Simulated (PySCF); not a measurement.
A PySCF script (with the pyscf-properties extension) for the NMR shieldings of `COc1ccccc1[S-]`, [C7H7OS]-, on a GFN2-xTB geometry:

```python
import basis_set_exchange as bse
import numpy as np
from pyscf import gto, dft
from pyscf.prop import nmr

atoms = """
C    -2.650025    0.316759    0.285903
O    -1.747532   -0.185140   -0.672028
C    -0.392307   -0.113903   -0.357831
C     0.318481   -1.267422   -0.645224
C     1.688301   -1.357143   -0.451608
C     2.358355   -0.257503    0.063146
C     1.665065    0.895063    0.350475
C     0.280173    1.027843    0.142086
S    -0.436271    2.551183    0.470682
H    -2.674673   -0.329546    1.175291
H    -2.382790    1.333894    0.588461
H    -3.632505    0.313423   -0.189367
H    -0.234980   -2.108595   -1.045197
H     2.216481   -2.271732   -0.692412
H     3.429212   -0.300748    0.232395
H     2.187416    1.762511    0.733819
"""
names = dict.fromkeys(["C", "O", "S", "H"], "pcSseg-1")
basis = {el: gto.basis.parse(bse.get_basis(n, elements=[el], fmt="nwchem")) for el, n in names.items()}
mol = gto.M(atom=atoms, basis=basis, charge=-1, verbose=0)
mf = dft.RKS(mol, xc="PBE0")
mf.grids.level = 2
mf.grids.alignment = dft.numint.BLKSIZE   # the property module wants whole blocks of grid points
mf.conv_tol = 1e-9
mf.kernel()

calc = nmr.RKS(mf)   # GIAO
C = mf.mo_coeff
Co = C[:, mf.mo_occ > 0]
resp = mf.gen_response(singlet=True, hermi=2)
def vind(x):   # induced exchange potential for any number of trial vectors
    d = np.einsum("pi,xij,qj->xpq", C, 2 * x.reshape(-1, C.shape[1], Co.shape[1]), Co, optimize=True)
    return np.einsum("xpq,pi,qj->xij", resp(d - d.transpose(0, 2, 1)), C, Co, optimize=True).ravel()
mo1, _ = nmr.rhf.solve_mo1(calc, with_cphf=vind)
sigma = calc.kernel(mo1)
for i, s in enumerate(sigma):   # ppm
    print("%2d %-2s %9.2f" % (i, mol.atom_pure_symbol(i), np.trace(s) / 3))
```

Task: Give the expected output.

Result: 
```
 0 C     132.02
 1 O     243.83
 2 C      21.70
 3 C      64.46
 4 C      74.40
 5 C      64.34
 6 C      41.06
 7 C      20.37
 8 S     461.04
 9 H      29.08
10 H      22.35
11 H      28.79
12 H      25.37
13 H      25.82
14 H      25.49
15 H      24.16
```

These numbers come from an equivalent density-fitted implementation of the same equations, which agrees with the script to about 0.01 ppm for H and up to a few tenths of a ppm for heavy atoms, so last digits may differ.

Size and cost of the density-fitted run: 195 basis functions, 58 s wall time on 1 thread of an Arm Neoverse N1, shared host; peak memory 0.86 GiB.
